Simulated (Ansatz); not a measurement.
Relaxation of CH₈FNOSiSn (14 atoms, charge 0, multiplicity 1), to a largest force component of 0.015 eV/Å in at most 40 steps.

All numbers below come from Ansatz, RKS PBE-D4/def2-SVP.

```xyz
14
Properties=species:S:1:pos:R:3:forces:R:3
C -1.454 1.179 0.892 -2.50 3.05 -0.21
O -1.417 0.470 -0.306 1.68 -0.37 -1.10
Si 0.225 0.249 -0.721 0.34 0.24 -1.00
N 0.450 -0.436 -2.354 1.98 -0.42 0.75
F 1.076 1.717 -0.692 -0.90 -0.91 0.02
Sn 1.331 -1.325 0.922 0.15 -0.39 0.51
H -2.548 1.350 1.139 0.62 -0.32 0.12
H -0.982 0.717 1.729 0.79 -0.83 1.22
H -1.073 2.261 0.791 0.02 -1.03 0.09
H 1.065 0.282 -2.834 -0.69 -0.67 0.12
H 1.160 -1.255 -2.170 -1.51 1.49 -0.60
H 3.023 -1.586 0.487 -0.43 0.02 0.16
H 1.207 -0.633 2.518 0.15 -0.21 -0.09
H 0.450 -2.856 0.908 0.32 0.33 0.03
```

Question: Where does it end, and by what steps?

Answer: The run converged. After 23 steps the energy has fallen by 0.767 eV; H10 moved furthest, 1.15 Å.

| step | energy less start (eV) | largest force component (eV/Å) | accepted |
| --- | --- | --- | --- |
| 0 | 0.0000 | 3.055 | yes |
| 1 | -0.4290 | 1.197 | yes |
| 2 | -0.5619 | 0.592 | yes |
| 3 | -0.6584 | 0.510 | yes |
| 4 | -0.6840 | 0.406 | yes |
| 5 | -0.6968 | 0.520 | yes |
| 6 | -0.7236 | 0.165 | yes |
| 7 | -0.7439 | 0.140 | yes |
| 8 | -0.7290 | 1.017 | no |
| 9 | -0.7538 | 0.111 | yes |
| 10 | -0.7574 | 0.343 | yes |
| 11 | -0.7631 | 0.057 | yes |
| 12 | -0.7639 | 0.067 | yes |
| 13 | -0.7652 | 0.050 | yes |
| 14 | -0.7656 | 0.036 | yes |
| 15 | -0.7654 | 0.100 | no |
| 16 | -0.7660 | 0.024 | yes |
| 17 | -0.7662 | 0.060 | yes |
| 18 | -0.7663 | 0.052 | yes |
| 19 | -0.7666 | 0.029 | yes |
| 20 | -0.7668 | 0.018 | yes |
| 21 | -0.7669 | 0.025 | yes |
| 22 | -0.7670 | 0.023 | yes |
| 23 | -0.7671 | 0.013 | yes |

```xyz
14
Properties=species:S:1:pos:R:3
C -1.624 1.323 0.750
O -1.130 0.564 -0.340
Si 0.484 0.224 -0.597
N 0.545 -0.391 -2.196
F 1.301 1.643 -0.358
Sn 1.530 -1.454 1.054
H -2.675 1.605 0.535
H -1.615 0.738 1.699
H -1.037 2.255 0.913
H -0.053 0.008 -2.924
H 1.408 -0.781 -2.577
H 3.120 -1.911 0.539
H 1.675 -0.788 2.644
H 0.586 -2.898 1.168
```

The run took 87 s on 2 threads of AMD EPYC 9R14 (Zen 4) (shared host), peak memory 0.25 GiB.
